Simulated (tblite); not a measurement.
C₃H₇N₃Si.
SMILES with atom numbers: `[CH3:1][n:2]1[n:3][cH:4][c:5]([SiH3:6])[n:7]1` (hydrogens: H8, H9, H10 on C1; H11 on C4; H12, H13, H14 on Si6)

Structure used (GFN2-xTB), in Å, numbered top down from 1:
```
atom  x, y, z in Å
C1     2.6157   -0.2856   -0.0178
N2     1.2480    0.1332   -0.0571
N3     0.8993    1.3641   -0.3539
C4    -0.4222    1.3511   -0.3194
C5    -0.8531    0.0546    0.0112
Si6   -2.5785   -0.6331    0.2350
N7     0.2472   -0.6811    0.1668
H8     2.9316   -0.6543   -0.9965
H9     3.2317    0.5680    0.2576
H10    2.7182   -1.0848    0.7136
H11   -0.9986    2.2300   -0.5203
H12   -3.0769   -0.2472    1.5589
H13   -2.5366   -2.0858    0.0982
H14   -3.4264   -0.0297   -0.7984
```

Method: GFN2-xTB as coded in tblite; computed harmonic values from a numerical Hessian at the method's own geometry, unscaled. Against measured fundamentals such values can be off by several per cent, at times by over 20. Modes of hydrogen on silicon can be 10 to 20 % off. The optimisation stopped once no atom felt more than 0.01 eV/Å.

Lowest wavenumbers of the output (negative numbers stand for imaginary wavenumbers):
```
mode    cm-1
  1     -40.1
  2       9.6
  3     140.8
  4     156.0
  5     250.1
  6     348.6
  7     453.4
  8     535.1
  9     545.0
 10     642.7
 11     673.1
 12     731.7
 13     770.8
 14     779.8
 15     793.9
```

Problem. Is this structure a minimum?

Solution. Not by this Hessian. 1 mode is imaginary beyond 20i (40i cm⁻¹), so at this level the point lies at or near a first-order saddle. The curvature is small, so loose convergence or finite differences may be the whole cause.

Problem. Which atoms move in the imaginary mode?

Solution. 40i: H9 (methyl hydrogen) 34 %, H10 (methyl hydrogen) 31 %, H8 (methyl hydrogen) 31 %. These are shares of the mass-weighted motion.

Problem. What is the remedy?

Solution. Step along that mode in both directions, optimise again with tighter thresholds and repeat the frequencies. The zero-point energy of this point (61.7 kcal/mol) counts the 35 real modes alone, and thermal corrections from it aren't those of a minimum.
